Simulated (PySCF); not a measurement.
C3H5F3OSSi.
Atom-mapped SMILES: `[F:1][C:2]([F:3])([F:4])[S:5]/[CH:6]=[CH:7]/[O:8][SiH3:9]` (hydrogens: H10 on C6; H11 on C7; H12, H13, H14 on Si9)

The closed-shell SCF was solved with PySCF and density fitting under several settings on one GFN2-xTB geometry (grid level 2 and gas phase unless stated).

```tsv
settings	basis functions	SCF cycles	E (Eh)	HOMO (eV)	LUMO (eV)	dipole (D)
PBE0/pcSseg-1	192	14	-1178.9276	-6.95	-0.41	2.57
B3LYP/def2-SVPD	243	14	-1179.2427	-6.77	-0.75	2.68
```

**Question.** Estimate the row for these settings: BHandHLYP/pcSseg-0.

**Answer.** 
```
          settings  basis functions  SCF cycles      E (Eh)  HOMO (eV)  LUMO (eV)  dipole (D)
BHandHLYP/pcSseg-0               99          13  -1177.5217      -8.22       0.80        3.14
```

**Question.** Over all rows, what range does the HOMO–LUMO gap span?

**Answer.** From 6.02 eV (B3LYP/def2-SVPD) to 9.02 eV (BHandHLYP/pcSseg-0). The functional of the narrowest has 20 % exact exchange, that of the widest 50 % exact exchange.

**Question.** And the dipole moment?

**Answer.** From 2.57 D (PBE0/pcSseg-1) to 3.14 D (BHandHLYP/pcSseg-0); the largest is 1.22 times the smallest, and the median is 2.68 D.

Cycle counts include a coarse-grid stage where the run had one.

Conformer computed: `[F:1][C:2]([F:3])([F:4])[S:5]/[CH:6]=[CH:7]/[O:8][SiH3:9]`: F1–C2–S5–C6 -59°, C2–S5–C6–C7 129°, C6–C7–O8–Si9 1°.

One conformer stands for the species.
